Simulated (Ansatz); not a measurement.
Diatomic Br2, multiplicity 3 (not the ground state: that is measured with 2S+1 = 1). No spin–orbit coupling. Br is treated without relativity.

The constants come from a fifth-degree fit in 1/R (seven points, main isotopes). Runs in def2 and cc sets follow the lowest solution found near the PBE0 minimum.

Correlated levels freeze the inner cores; with def2 sets outer-core shells near the valence are correlated too.

The values were computed with Ansatz (Gaussian basis) for Hartree–Fock, density functionals and correlated methods. Values without a source in brackets are computed.

Problem. What bond length and harmonic frequency does wB97X-V/def2-TZVPP give?

Solution. r_e = 2.604 Å, ω_e = 231 cm⁻¹.

Problem. What bond length and harmonic frequency does CCSD/def2-TZVPP give?

Solution. r_e = 2.649 Å, ω_e = 204 cm⁻¹.

Problem. What bond length and harmonic frequency does CCSD(T)/def2-TZVPP give?

Solution. r_e = 2.698 Å, ω_e = 175 cm⁻¹.

Doubts at one or more of the structures used: other coupled-cluster roots lie near (CCSD/def2-TZVPP, CCSD(T)/def2-TZVPP).

Ansatz is a quantum-chemistry and plane-wave program.
